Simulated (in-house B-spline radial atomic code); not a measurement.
Results of a calculation; reference values are marked as such.
# Ca in an electron gas of r_s = 1.65: phase shifts, screening and friction

A nucleus sits in a uniform electron gas with a rigid positive background. The Kohn-Sham equations are solved self-consistently in the spin-unpolarised LDA (PW92), non-relativistic, on B-splines with outgoing waves at the boundary and partial waves to l = 8. The model has no lattice, no bands and no magnetic solution. Atomic units; δ_l are the phase shifts at the Fermi level, counted so that each bound state adds π, and good to about 0.0005.

The density parameter is r_s = 1.65 bohr.

| l | δ_l (rad) |
| --- | --- |
| 0 | 7.9463 |
| 1 | 5.5354 |
| 2 | 1.2247 |
| 3 | 0.0739 |
| 4 | 0.0170 |
| 5 | 0.0043 |
| 6 | 0.0009 |
| 7 | 0.0002 |
| 8 | 0.0000 |

Bound levels below the band bottom (hartree): s -143, s -14.07, p -11.31, s -0.8852, p -0.2528.

Task: Check the Friedel sum rule, and say where the screening charge sits.

Result: k_F = (9π/4)^(1/3)/r_s = 1.16313. The rule is Z = (2/π) Σ (2l + 1) δ_l. The terms are s 5.059, p 10.572, d 3.898, f 0.329 and 0.137 beyond, in all 19.995 against Z = 20. Bound states hold 6 s, 12 p, 0 d electrons, so the scattering states carry 2.00 in all; where a term is smaller than its bound count, the bound level has drawn weight out of the band.

Task: Find the transport cross section and the electronic stopping of a 1 keV Ca ion (mass 40.08 u).

Result: σ_tr = (4π/k_F²) Σ (l + 1) sin²(δ_l − δ_(l+1)). The terms for l = 0 to 3 are 0.4454, 1.6943, 2.5012, 0.0129, all together 4.6547, so σ_tr = 9.289 × 4.6547 = 43.236 bohr². With n = 3/(4π r_s³) = 0.05314, the friction coefficient is Q = n k_F σ_tr = 2.6726. For v well below v_F = 1.163, dE/dx = Q v; with 24801 eV per u at v = 1, v = √(1000/(24801 × 40.08)) = 0.0317, so dE/dx = 0.08477 hartree/bohr = 43.6 eV/nm. The largest term couples the d and f waves.
